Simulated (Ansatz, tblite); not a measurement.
Forces on Cu(NH3)(OH) (CuNOH4) at its r2SCAN-D4/def2-TZVP geometry. Total charge 0; singlet.

The xTB rows come from tblite.

GFN1-xTB (tblite), largest force 1.15 eV/Å:

```xyz
7
positions Å, forces eV/Å
Cu    0.603    0.059   -0.335    0.354   -0.050   -0.116
N    -0.961   -0.274    0.706   -0.928   -0.225    0.644
H    -0.832   -1.089    1.302   -0.139    0.352   -0.215
H    -1.773   -0.451    0.120    0.278    0.063    0.332
H    -1.185    0.512    1.312    0.008   -0.382   -0.217
O     2.117    0.264   -1.232   -0.059    0.477   -0.426
H     2.031    0.979   -1.872    0.485   -0.235   -0.001
```

GFN2-xTB (tblite), largest force 0.45 eV/Å:

```
Cu 0.068 -0.022 -0.010
N -0.172 -0.059 0.132
H 0.213 -0.017 -0.090
H 0.094 0.020 -0.186
H 0.162 0.123 -0.058
O -0.416 0.168 0.032
H 0.051 -0.214 0.180
```

r2SCAN-D4/def2-TZVP (Ansatz), largest force 0.01 eV/Å:

```
Cu -0.008 -0.003 0.007
N 0.006 -0.004 0.001
H -0.004 0.006 -0.003
H 0.003 0.002 0.002
H 0.000 -0.003 -0.004
O 0.004 -0.002 0.000
H -0.002 0.004 -0.003
```
